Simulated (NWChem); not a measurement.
System: C2H6O2Si; SMILES CO[SiH2]C=O

Input file for NWChem:

```
start job
memory heap 200 mb stack 900 mb global 1100 mb
geometry units angstroms noautoz
  C     -1.150185    -1.650689     0.149699
  O      0.078505    -1.309584    -0.481306
  Si     1.044270    -0.039033     0.007365
  C      0.050490     1.630117    -0.023281
  O     -1.161868     1.665662    -0.160314
  H     -1.004761    -1.921191     1.221276
  H     -1.571980    -2.534303    -0.370517
  H     -1.879603    -0.815673     0.089739
  H      2.190460     0.042189    -0.956026
  H      1.566607    -0.203336     1.417571
  H      0.635518     2.604092     0.102198
end
basis spherical
  * library def2-svp
end
dft
  xc b3lyp
  iterations 150
  mulliken
end
task dft energy
```

All runs use the structure optimised with PBE-D3(BJ)/def2-SVP.

**Question.** What results follow from this input? (B3LYP/def2-SVP.) Quantities: energy (Ha); highest occupied level (eV); orbital gap (eV); dipole (D).

**Answer.** The energy (Ha) is -519.51 and the highest occupied level (eV) is -6.64. The orbital gap (eV) comes out as 4.91. The dipole (D) is 1.47.
